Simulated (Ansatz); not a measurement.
## A geometry optimisation of F2H5Si3+ with B3LYP-D3(BJ)/def2-SVP

The starting geometry of this gas-phase singlet was optimised with GFN2-xTB; its bonds are those of `F[Si+](F)[SiH2][SiH3]`.

```xyz
10

F    -2.1898    1.9371   -3.3325
F    -2.4182    2.9538   -1.1934
Si   -1.4920    1.8992   -1.9159
Si    0.0010    1.1209   -0.2395
Si   -1.1220    1.0791    1.8839
H     0.4780   -0.1081   -0.8983
H     1.0670    2.1098   -0.5031
H    -1.6143    2.4368    2.1095
H    -2.2148    0.1165    1.7339
H    -0.1159    0.6561    2.8530
```

Task: Predict what becomes of its bonds when it is optimised with B3LYP-D3(BJ)/def2-SVP.

Result: It keeps its bonds, and is `F[Si+](F)[SiH2][SiH3]`.

The energy falls by 0.41 eV over 26 steps:

| step | E − E(last) (eV) |
| --- | --- |
| 1 | 0.411 |
| 4 | 0.029 |
| 7 | 0.010 |
| 9 | 0.008 |
| 12 | 0.004 |
| 15 | 0.002 |
| 18 | 0.000 |
| 20 | 0.000 |
| 23 | 0.000 |
| 26 | 0.000 |

Final geometry (Å):

```csv
atom,x (Å),y (Å),z (Å)
F,-2.5285,1.1710,-2.6233
F,-1.9742,3.6052,-1.9090
Si,-1.5812,2.0816,-1.7419
Si,0.0548,1.2648,-0.2227
Si,-1.1316,0.9438,1.8266
H,0.4796,0.0642,-0.9886
H,1.0138,2.3965,-0.3124
H,-1.6724,2.2769,2.1886
H,-2.1924,-0.0479,1.5237
H,-0.0889,0.4451,2.7567
```

The end wasn't checked by frequencies. Run with Ansatz 0.2.0, 85 s on 2 threads of Intel(R) Xeon(R) Platinum 8259CL CPU @ 2.50GHz (Skylake/Cascade Lake), with other jobs on the host.
